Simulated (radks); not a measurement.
Values are calculated unless marked as measured or tabulated.
Spherical quantum dot in the effective-mass picture: electrons in a hard-walled sphere of radius 1.52, with a point charge +2 (a donor) at the centre, all in effective atomic units (hartree* = m*/eps^2 hartree, bohr* = eps/m* bohr), one dielectric constant everywhere. Level of theory: non-relativistic Kohn-Sham, LDA (Slater exchange, Perdew-Wang correlation), spin-polarised, spherical densities (a radial shooting solver with Libxc functionals). Levels are named by radial order and angular momentum (1s, 1p, 1d, 2s, ...), and open shells are averaged over m. At N = 15 the configuration is 1s2 1p6 1d(up 5, down 2). Does electron 16 go into 1d down or 2s down or 2s up?

Answer. Into 1d down. The total energies of the other choices lie higher by 0.222 hartree* (2s up), 0.293 hartree* (2s down).
